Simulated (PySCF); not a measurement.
SCF from a fresh guess for singlet IrOI, at the PBE0 minimum. PySCF input:

```python
from pyscf import gto, scf, dft
mol = gto.M(atom='''
Ir    -0.790504     0.000000    -0.374069
O     -2.415828     0.000000    -0.027198
I      1.507155     0.000000     0.574816''',
    basis={'Ir': 'def2-SVP', 'O': 'def2-SVP', 'I': 'def2-SVP'},
    ecp={'Ir': 'def2-SVP', 'I': 'def2-SVP'},
    charge=0, spin=0)
mf = dft.RKS(mol, xc='PBE0')
mf.grids.atom_grid = (50, 194)
aux = {'Ir': 'def2-universal-JKFIT', 'O': 'def2-universal-JKFIT', 'I': 'def2-universal-JKFIT'}
mf = mf.density_fit(auxbasis=aux)
mf.conv_tol = 1e-08
mf.diis_space = 10
mf.max_cycle = 60
mf.init_guess = 'minao'
mf.verbose = 4
mf.kernel()
```

Excerpt of the output (cycles and frontier levels):

```
init E= -433.761854652532
  HOMO = -0.923441452796443  LUMO = -0.912868023502868  gap/eV = 0.28772
cycle= 1 E= -473.88311131113  delta_E= -40.1  |g|= 3.94  |ddm|= 11.8
  HOMO = 0.00418976199332114  LUMO = 0.0554438020745233  gap/eV = 1.39469
cycle= 2 E= -463.550035616553  delta_E= 10.3  |g|=  6.5  |ddm|= 10.4
  HOMO = -0.128021253394735  LUMO = -0.0880229752164845  gap/eV = 1.08841
cycle= 3 E= -476.636284883659  delta_E= -13.1  |g|=  1.2  |ddm|= 7.75
  HOMO = -0.314545935811935  LUMO = -0.228550222413752  gap/eV = 2.34006
cycle= 4 E= -472.828923867103  delta_E= 3.81  |g|= 3.36  |ddm|= 4.45
  HOMO = -0.220037265463732  LUMO = -0.159468654924223  gap/eV = 1.64816
cycle= 5 E= -476.82155609339  delta_E= -3.99  |g|= 1.09  |ddm|= 3.86
  HOMO = -0.27198841380217  LUMO = -0.19632166760966  gap/eV = 2.05900
cycle= 6 E= -477.010723247838  delta_E= -0.189  |g|= 0.499  |ddm|= 1.41
  HOMO = -0.268534666227367  LUMO = -0.181551610335737  gap/eV = 2.36693
... 16 lines left out ...
cycle= 15 E= -477.088431708031  delta_E= -3.72e-07  |g|= 0.000185  |ddm|= 0.00297
  HOMO = -0.268639042633453  LUMO = -0.169370050543577  gap/eV = 2.70125
cycle= 16 E= -477.088431797539  delta_E= -8.95e-08  |g|= 7.18e-05  |ddm|= 0.00164
  HOMO = -0.268648374477173  LUMO = -0.16936032490382  gap/eV = 2.70177
cycle= 17 E= -477.088431813109  delta_E= -1.56e-08  |g|= 1.17e-05  |ddm|= 0.000987
  HOMO = -0.268645179446391  LUMO = -0.169358767424349  gap/eV = 2.70172
cycle= 18 E= -477.088431813178  delta_E= -6.91e-11  |g|= 3.63e-06  |ddm|= 4.05e-05
  HOMO = -0.268645288600776  LUMO = -0.169358829798007  gap/eV = 2.70172
Extra cycle  E= -477.088431813157  delta_E= 2.02e-11  |g|= 1.18e-05  |ddm|= 1.3e-05
converged SCF energy = -477.088431813157
```

No lower solution of this spin was found by a stability analysis within the restricted form, which does not test spin polarisation.

At the minimum of this search the closed-shell solution is unstable towards spin polarisation, so a lower open-shell solution exists. No spin–orbit coupling is included, which matters more the heavier the element.

The search for the lowest solution, with the stability check, took 4.1 s on 2 threads of a shared Arm Neoverse N1 host, with 72 basis functions; the process peaked at 0.27 GiB. Launch command: `OMP_NUM_THREADS=2 python axn.py task.json out`.
